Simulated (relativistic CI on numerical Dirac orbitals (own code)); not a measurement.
**Crystal-field levels of Ir4+, 5d5**

Calculated by Dirac-Coulomb-Breit CI, KLI orbitals optimised for each configuration, model QED, valence Slater integrals scaled by 0.85, one configuration in a parametric crystal field (own radial code).

Field parameters in Wybourne normalisation: Oh B⁴₀ = 21Dq, B⁴₄ = √(5/14) B⁴₀. The field is a parameter set, without covalency.

S is read from ⟨S²⟩ = S(S + 1).

Levels (cm⁻¹, degeneracy): 0 (2), 1661 (4), 6537 (2), 12407 (4), 13834 (4), 16259 (2), 16938 (4), 17976 (2), 19920 (2), 20332 (4), 20515 (4), 21224 (2).

(1) Which field gives this pattern?
A. Oh, 10Dq = 22100 cm⁻¹
B. Oh, 10Dq = 8500 cm⁻¹
C. Oh, 10Dq = 35700 cm⁻¹
D. Oh, 10Dq = 15300 cm⁻¹

Results:

(1) D. Oh, 10Dq = 15300 cm⁻¹, ground level with S = 1.82.
